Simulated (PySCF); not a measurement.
PySCF 2.14 output of an unrestricted wB97X-V calculation on a single atom or ion in x2c-TZVPPall (6s5p4d1f, 48 functions), with the spin-free X2C one-electron Hamiltonian (Gaussian nucleus):

```
SCF conv_tol = 1e-09
number electrons alpha = 16  beta = 14
    N. Mardirossian and M. Head-Gordon.,  Phys. Chem. Chem. Phys. 16, 9904-9924 (2014)
cycle= 1 E= -1943.20195309189  delta_E= -0.00685  |g|= 0.153  |ddm|= 0.123
cycle= 2 E= -1943.20155409821  delta_E= 0.000399  |g|= 0.163  |ddm|= 0.122
cycle= 3 E= -1943.20502220851  delta_E= -0.00347  |g|= 0.00499  |ddm|= 0.0522
cycle= 4 E= -1943.20503525088  delta_E= -1.3e-05  |g|= 0.000544  |ddm|= 0.0106
cycle= 5 E= -1943.20503555467  delta_E= -3.04e-07  |g|= 9.33e-05  |ddm|= 0.00122
cycle= 6 E= -1943.20503556386  delta_E= -9.19e-09  |g|= 9.79e-06  |ddm|= 0.000227
cycle= 7 E= -1943.20503556394  delta_E= -7.87e-11  |g|= 8.77e-07  |ddm|= 2.46e-05
converged SCF energy = -1943.20503556394  <S^2> = 2.0008126  2S+1 = 3.0005417
```

The run itself started from symmetry-adapted Hartree-Fock orbitals and held the occupation by maximum overlap, on a logarithmic radial grid, so the iterations belong to that start.

Q: Which element, charge and spin multiplicity is this?

A: Ga⁺ (gallium, charge +1), multiplicity 3; the state was [Ar] 3d10 4s1 4p1, high-spin 3P determinant (an excited configuration).
